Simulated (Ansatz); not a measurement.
A run for Ansatz (a program for electronic structure): U-wB97M-V/def2-TZVPP on SnSb, 2S+1 = 4, a spin state set in the input, which need not be the lowest, a point of a bond scan (R = 2.919 Å). Elements past Kr take the def2 small-core potentials; no spin–orbit coupling.

Ansatz 0.2 input:
```yaml
crystal:
  periodic: [false, false, false]
  atoms:
    - {symbol: Sn, position_ang: [0.00000000, 0.00000000, 0.00000000]}
    - {symbol: Sb, position_ang: [0.00000000, 0.00000000, 2.91890700]}
basis:
  gaussian:
    orbitals: def2-TZVPP
    pivot_positions_ang: [[0.00000000, 0.00000000, 0.00000000], [0.00000000, 0.00000000, 2.91890700]]
hamiltonian:
  xc: {name: wB97M-V}
magnetization: {spin_polarized: true, initial_magnetization: 3}
output: {forces: true, orbitals: {seedname: ./end}}
```

The head of its log:

```
WARN ansatz: RAYON_NUM_THREADS=2 ignored (pool sized by the plan → 2); use --threads N
Functional definition: wB97M-V
integrals: 0.05 GiB planned
853 factors; their error is unknown
integrals: 0.08 GiB planned
185 factors; integrals over basis functions are off by at most 2.5e-5 eV
mean field: 0.72 GiB planned
mean field evaluation 1: about -12365.3989 eV, gradient 4.0e0 eV
mean field evaluation 2: about -12365.5579 eV, gradient 1.7e0 eV
```

### Question
Predict the final total energy.

### Answer
-454.4332 hartree.
